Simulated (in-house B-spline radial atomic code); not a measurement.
RPA and G0W0 for the strontium ion Sr²⁺, [Ar] 3d10 4s2 4p6, as one setting changes: the highest l of the empty states. Start: PBE0. A dash marks a level of low quasi-particle weight. Computed with a B-spline radial code for spherical atoms: all electrons, scalar-relativistic (spin-free one-electron X2C), finite nucleus, each spin shell either full or empty, empty states to the listed l with an (l + 1/2)⁻⁴ tail; G0W0 by contour deformation at full frequency.

| highest l of the empty states | RPA summed (Eh) | RPA extrapolated (Eh) | G0W0 level (eV) |
| --- | --- | --- | --- |
| 4 | -2.3058 | -2.6451 | 4p -43.39 |
| 5 | ? | ? | ? |
| 6 | -2.525 | -2.6482 | 4p -43.37 |
| 7 | -2.5629 | -2.6403 | 4p -43.36 |
| 8 | -2.5838 | -2.6333 | 4p -43.36 |
| 9 | -2.5962 | -2.6297 | 4p -43.36 |
| 10 | ? | ? | ? |
| 11 | -2.6092 | -2.6265 | 4p -43.36 |

Problem. What belongs in the row for 10?

Solution. RPA summed (Eh): -2.604; RPA extrapolated (Eh): -2.6277; G0W0 level (eV): 4p -43.36.

Problem. What belongs in the row for 5?

Solution. RPA summed (Eh): -2.4533; RPA extrapolated (Eh): -2.6586; G0W0 level (eV): 4p -43.38.
